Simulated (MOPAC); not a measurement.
MOPAC input (AM1):

```
AM1 PRECISE GNORM=0.05 LET XYZ CHARGE=-1 GEO-OK AUX(PRECISION=9) THREADS=1
C2H7Ge

C    -1.78375000 1   -0.45640200 1   -0.01709600 1
Ge   -0.05727300 1    0.30278300 1   -0.05746500 1
C     1.68113100 1   -0.74218800 1    0.22631100 1
H    -1.91824300 1   -1.20853500 1   -0.80332100 1
H    -2.01613500 1   -0.89205800 1    0.96175200 1
H     0.26232100 1    1.00478400 1   -1.43270300 1
H     0.12655500 1    1.44370200 1    1.01525900 1
H     1.66583600 1   -1.21768900 1    1.21129600 1
H     2.56577600 1   -0.09808500 1    0.15988700 1
H     1.76233100 1   -1.52964600 1   -0.52857000 1
```

Output:

```
 *******************************************************************************
 **                                                                           **
 **                              MOPAC v23.2.5                                **
 **                                                                           **
 *******************************************************************************
 ** MOPAC's Digital Object Identifier: https://doi.org/10.5281/zenodo.6511958 **
 **                                                                           **
 ** Please cite the open-source release paper for use of this MOPAC version:  **
 ** J. E. Moussa and J. J. P. Stewart (2026)                                  **
 ** MOPAC: An open-source semiempirical molecular orbital program             **
 ** J. Open Source Softw., 11(119), 8025, https://doi.org/10.21105/joss.08025 **
 *******************************************************************************

                              AM1 CALCULATION RESULTS

 *******************************************************************************
 *  AM1        - The AM1 Hamiltonian to be used
 *  GEO-OK     - OVERRIDE INTERATOMIC DISTANCE AND OTHER SAFETY CHECKS
 *
 *
 *
 *                 CHARGE ON SYSTEM = -1
 *
 *
 *
 *  LET        - OVERRIDE SOME SAFETY CHECKS
 *  PRECISE    - TIGHTER CRITERIA TO BE USED
 *  XYZ        - CARTESIAN COORDINATE SYSTEM TO BE USED
 *  GNORM      - EXIT WHEN GRADIENT NORM DROPS BELOW 0.050
 *  AUX        - OUTPUT AUXILIARY INFORMATION
 *******************************************************************************
AM1 PRECISE GNORM=0.05 LET XYZ CHARGE=-1 GEO-OK AUX(PRECISION=9) THREADS=1
 C2H7Ge

   ATOM   CHEMICAL          X               Y               Z
  NUMBER   SYMBOL      (ANGSTROMS)     (ANGSTROMS)     (ANGSTROMS)

     1       C         -1.78375000  *  -0.45640200  *  -0.01709600  *
     2      Ge         -0.05727300  *   0.30278300  *  -0.05746500  *
     3       C          1.68113100  *  -0.74218800  *   0.22631100  *
     4       H         -1.91824300  *  -1.20853500  *  -0.80332100  *
     5       H         -2.01613500  *  -0.89205800  *   0.96175200  *
     6       H          0.26232100  *   1.00478400  *  -1.43270300  *
     7       H          0.12655500  *   1.44370200  *   1.01525900  *
     8       H          1.66583600  *  -1.21768900  *   1.21129600  *
     9       H          2.56577600  *  -0.09808500  *   0.15988700  *
    10       H          1.76233100  *  -1.52964600  *  -0.52857000  *

          CARTESIAN COORDINATES

    NO.       ATOM           X           Y           Z

     1         C         -1.7837     -0.4564     -0.0171
     2        Ge         -0.0573      0.3028     -0.0575
     3         C          1.6811     -0.7422      0.2263
     4         H         -1.9182     -1.2085     -0.8033
     5         H         -2.0161     -0.8921      0.9618
     6         H          0.2623      1.0048     -1.4327
     7         H          0.1266      1.4437      1.0153
     8         H          1.6658     -1.2177      1.2113
     9         H          2.5658     -0.0981      0.1599
    10         H          1.7623     -1.5296     -0.5286

  H: (AM1): M.J.S. DEWAR ET AL, J. AM. CHEM. SOC. 107 3902-3909 (1985)
  C: (AM1): M.J.S. DEWAR ET AL, J. AM. CHEM. SOC. 107 3902-3909 (1985)
 Ge: (AM1): M.J.S.Dewar and C.Jie, Organometallics, 8, 1544, (1989)

           Empirical Formula: C2 H7 Ge  =    10 atoms

      MOLECULAR POINT GROUP   :   Cs

      RHF CALCULATION, NO. OF DOUBLY OCCUPIED LEVELS = 10

          Geometry optimization using EF

          DIAGONAL MATRIX USED AS START HESSIAN

 CYCLE:     1  GRAD.:    53.898 HEAT:  51.85814
 CYCLE:     2  GRAD.:   112.916 HEAT:  52.02756
 CYCLE:     3  GRAD.:    81.450 HEAT:  47.67102
 CYCLE:     4  GRAD.:   157.554 HEAT:  52.89576
 CYCLE:     5  GRAD.:   105.906 HEAT:  49.22229
 CYCLE:     6  GRAD.:   117.840 HEAT:  51.23581
 CYCLE:     7  GRAD.:   151.574 HEAT:  51.83902
 CYCLE:     8  GRAD.:    93.975 HEAT:  48.62399
 CYCLE:     9  GRAD.:    39.868 HEAT:  44.22986
 CYCLE:    10  GRAD.:    22.585 HEAT:  43.67786
 CYCLE:    11  GRAD.:    11.317 HEAT:  43.36500
 CYCLE:    12  GRAD.:     4.348 HEAT:  43.29861
 CYCLE:    13  GRAD.:     4.244 HEAT:  43.28954
 CYCLE:    14  GRAD.:    12.068 HEAT:  43.32291
 CYCLE:    15  GRAD.:     2.087 HEAT:  43.27984
 CYCLE:    16  GRAD.:     2.899 HEAT:  43.27762
 CYCLE:    17  GRAD.:     6.535 HEAT:  43.28357
 CYCLE:    18  GRAD.:     1.073 HEAT:  43.26840
 CYCLE:    19  GRAD.:     0.517 HEAT:  43.26444
 CYCLE:    20  GRAD.:     0.936 HEAT:  43.25964
 CYCLE:    21  GRAD.:     0.579 HEAT:  43.25825
 CYCLE:    22  GRAD.:     0.667 HEAT:  43.25668
 CYCLE:    23  GRAD.:     0.407 HEAT:  43.25626
 CYCLE:    24  GRAD.:     0.128 HEAT:  43.25612
 CYCLE:    25  GRAD.:     0.043 HEAT:  43.25609

     GRADIENT =  0.04324 IS LESS THAN CUTOFF =  0.05000

 -------------------------------------------------------------------------------
 AM1 PRECISE GNORM=0.05 LET XYZ CHARGE=-1 GEO-OK AUX(PRECISION=9) THREADS=1
 C2H7Ge

     GEOMETRY OPTIMISED USING EIGENVECTOR FOLLOWING (EF).
     SCF FIELD WAS ACHIEVED

                              AM1 CALCULATION
                                                       MOPAC v23.2.5 Linux

          FINAL HEAT OF FORMATION =         43.25609 KCAL/MOL =     180.98348 KJ/MOL

          COSMO AREA              =        112.67 SQUARE ANGSTROMS
          COSMO VOLUME            =        100.23 CUBIC ANGSTROMS

          GRADIENT NORM           =          0.04324          =       0.01367 PER ATOM
          IONIZATION POTENTIAL    =          0.947921 EV
          HOMO LUMO ENERGIES (EV) =         -0.948  6.487
          NO. OF FILLED LEVELS    =         10
          MOLECULAR WEIGHT        =        103.6673         POINT GROUP:  Cs

          MOLECULAR DIMENSIONS (Angstroms)

            Atom       Atom       Distance
            H     9    H     4     4.76782
            H    10    H     7     3.66311
            H     8    H     6     3.30055

          SCF CALCULATIONS        =         26

   ATOM   CHEMICAL          X               Y               Z
  NUMBER   SYMBOL      (ANGSTROMS)     (ANGSTROMS)     (ANGSTROMS)

     1       C         -1.60991246  *  -0.57756079  *   0.01427291  *
     2      Ge         -0.05162295  *   0.32951713  *  -0.06195256  *
     3       C          1.64309131  *  -0.74991224  *   0.22558838  *
     4       H         -2.03812928  *  -1.04323089  *  -0.86280900  *
     5       H         -2.13845255  *  -0.71880883  *   0.94710402  *
     6       H          0.21632923  *   0.92562958  *  -1.47587876  *
     7       H          0.07470826  *   1.38354166  *   1.07799966  *
     8       H          1.59962801  *  -1.21376867  *   1.22715716  *
     9       H          2.51932644  *  -0.08011864  *   0.15409491  *
    10       H          1.69829657  *  -1.53273639  *  -0.55177767  *

                             CARTESIAN COORDINATES

   1    C       -1.609912462    -0.577560791     0.014272914
   2   Ge       -0.051622950     0.329517128    -0.061952559
   3    C        1.643091310    -0.749912244     0.225588377
   4    H       -2.038129283    -1.043230890    -0.862808995
   5    H       -2.138452545    -0.718808827     0.947104023
   6    H        0.216329234     0.925629578    -1.475878763
   7    H        0.074708263     1.383541660     1.077999657
   8    H        1.599628011    -1.213768669     1.227157159
   9    H        2.519326439    -0.080118636     0.154094906
  10    H        1.698296571    -1.532736392    -0.551777674

           Empirical Formula: C2 H7 Ge  =    10 atoms

      MOLECULAR POINT GROUP   :   Cs

                  EIGENVALUES
 -23.62433 -19.50073  -8.79165  -8.68003  -8.20486  -7.18141  -5.64730  -5.60510
  -5.15493  -0.94792   6.48734   6.55845   7.41351   9.08016   9.52511   9.55021
   9.89746  11.95425  12.06468

              NET ATOMIC CHARGES AND DIPOLE CONTRIBUTIONS

  ATOM NO.   TYPE          CHARGE      No. of ELECS.   s-Pop       p-Pop
    1          C          -0.991479        4.9915     1.28561     3.70587
    2         Ge           0.928451        3.0715     0.78194     2.28961
    3          C          -0.542852        4.5429     1.28563     3.25722
    4          H           0.040057        0.9599     0.95994
    5          H           0.040059        0.9599     0.95994
    6          H          -0.284281        1.2843     1.28428
    7          H          -0.284288        1.2843     1.28429
    8          H           0.036790        0.9632     0.96321
    9          H           0.020752        0.9792     0.97925
   10          H           0.036791        0.9632     0.96321
 DIPOLE           X         Y         Z       TOTAL
 POINT-CHG.     2.720     2.453    -0.289     3.674
 HYBRID         0.429    -0.857     0.177     0.975
 SUM            3.149     1.596    -0.112     3.532

          ATOMIC ORBITAL ELECTRON POPULATIONS

     Atom    s        px        py        pz
    1  C   1.28561   1.18158   1.54150   0.98279
    2 Ge   0.78194   0.78330   0.80579   0.70053
    3  C   1.28563   1.20033   1.07433   0.98256
    4  H   0.95994
    5  H   0.95994
    6  H   1.28428
    7  H   1.28429
    8  H   0.96321
    9  H   0.97925
   10  H   0.96321

 **********************
 *                    *
 * JOB ENDED NORMALLY *
 *                    *
 **********************

 == MOPAC DONE ==
```

The dipole moment of an ion depends on the origin.

The geometry given is a B3LYP-D3(BJ)/def2-TZVP minimum.
